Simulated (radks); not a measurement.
Fractional charge and spin in the 5s shell of caesium: the spin-up occupation runs from 0 to 1 and the spin-down occupation from 0 to 1; the fullest corner is Cs3+, [Kr] 4d10 5p(up 2, down 2) 5s(up 1, down 1). Method: scalar-relativistic Kohn-Sham, PBEsol, spin-polarised, spherical densities, finite nucleus; Fermi nuclear charge, rms radius of each element as measured or else 0.836 A^(1/3) + 0.57 fm; computed with a radial shooting solver on a logarithmic mesh with Libxc functionals. Energy (eV) minus the two flat planes that join the four corners (they meet along the diagonal where the two added fractions sum to one electron); zero is where a piecewise linear energy would lie.

down \ up       0     0.5       1
0           0.000  -1.589   0.000
0.5        -1.589   0.262  -1.521
1           0.000  -1.521   0.000

Corners above the fullest one (they belong to Cs4+ and the next ion): (up 1, down 0) 60.125 eV, (up 0, down 1) 60.125 eV, (up 0, down 0) 133.74 eV. With half an added electron in each spin the energy lies 0.262 eV from the planes, and with half an added electron in spin up alone -1.589 eV. The planes are only a guide here: the flat-plane condition holds for ground states with one frontier orbital, while this shell lies below other occupied shells, so the corners above the fullest one are inner-hole states and not the ground states of those ions.
